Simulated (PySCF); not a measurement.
Geometry:
| atom | x (Å) | y (Å) | z (Å) |
| --- | --- | --- | --- |
| Si1 | 1.304 | -0.877 | 0.528 |
| C2 | 1.548 | -1.371 | 2.309 |
| H3 | 1.688 | -2.460 | 2.396 |
| H4 | 0.668 | -1.099 | 2.911 |
| H5 | 2.430 | -0.875 | 2.743 |
| C6 | 2.739 | -1.379 | -0.551 |
| H7 | 3.675 | -0.923 | -0.192 |
| H8 | 2.580 | -1.044 | -1.588 |
| H9 | 2.867 | -2.472 | -0.558 |
| O10 | 1.152 | 0.769 | 0.397 |
| Si11 | 0.304 | 2.110 | 0.917 |
| C12 | -0.969 | 1.589 | 2.193 |
| C13 | -0.528 | 2.881 | -0.574 |
| C14 | 1.533 | 3.309 | 1.664 |
| H15 | -1.600 | 2.440 | 2.497 |
| H16 | -0.483 | 1.193 | 3.098 |
| H17 | -1.628 | 0.803 | 1.793 |
| H18 | -1.265 | 2.197 | -1.023 |
| H19 | -1.056 | 3.808 | -0.299 |
| H20 | 0.215 | 3.131 | -1.347 |
| H21 | 2.042 | 2.858 | 2.530 |
| H22 | 2.303 | 3.589 | 0.927 |
| H23 | 1.036 | 4.231 | 2.005 |
| O24 | -0.094 | -1.600 | 0.007 |
| Si25 | -1.169 | -1.589 | -1.275 |
| C26 | -2.741 | -0.736 | -0.712 |
| C27 | -1.523 | -3.371 | -1.726 |
| C28 | -0.409 | -0.675 | -2.727 |
| H29 | -3.515 | -0.767 | -1.496 |
| H30 | -2.555 | 0.320 | -0.465 |
| H31 | -3.148 | -1.226 | 0.186 |
| H32 | -1.944 | -3.915 | -0.867 |
| H33 | -2.244 | -3.435 | -2.557 |
| H34 | -0.601 | -3.887 | -2.034 |
| H35 | -0.108 | 0.344 | -2.437 |
| H36 | 0.485 | -1.200 | -3.100 |
| H37 | -1.124 | -0.595 | -3.561 |

PySCF calculation with geometry: PBE0-D3(BJ)/def2-SVP and NMR shieldings at PBE0/pcSseg-1/GIAO; in vacuum, fast rotation and ring inversion assumed for equivalent nuclei, no relativistic terms, one computed conformer.

δ = σ(ref) − σ, references computed at the same level: TMS for $^{13}$C, $^{1}$H, $^{29}$Si; H2O for $^{17}$O.

| atoms | nucleus | count | Hirshfeld charge | δ (ppm) |
| --- | --- | --- | --- | --- |
| H15/H16/H17/H18/H19/H20/H21/H22/H23/H29/H30/H31/H32/H33/H34/H35/H36/H37 | $^{1}$H | 18 | 0.04 | 0.17 |
| C12/C13/C14/C26/C27/C28 | $^{13}$C | 6 | -0.22 | 2.4 |
| Si1 | $^{29}$Si | 1 | 0.49 | ? |
| H3/H4/H5/H7/H8/H9 | $^{1}$H | 6 | 0.04 | 0.05 |
| O10/O24 | $^{17}$O | 2 | -0.31 | ? |
| Si11/Si25 | $^{29}$Si | 2 | 0.46 | 15.6 |
| C2/C6 | $^{13}$C | 2 | -0.22 | 1.7 |

Question: Fill in the missing shifts.

Answer: 
- Si1: -8.8 ppm, silicon bonded to 2 C, 2 O
- O10/O24: 100.4 ppm, oxygen bonded to 2 Si

Shifts are as computed. Against solution values, carbons near 30 ppm lie about +2 ppm off and those near 130 ppm about +5 ppm (rms about the fit 1.9 ppm; single classes can miss by 10 ppm). Of 1328 compounds with measured shifts, 309 miss one by over three times the rms of a fit or turn the order of signals round; such compounds aren't used in these exercises. Signals without a measured value on file couldn't be tested in this way; 1H shifts scatter by 0.2 ppm about their fit, and single ones miss by 0.5 ppm. Experimental scales use liquid or dissolved standards, which lie at an offset from isolated H2O (liquid H2O: subtract about 36 ppm).
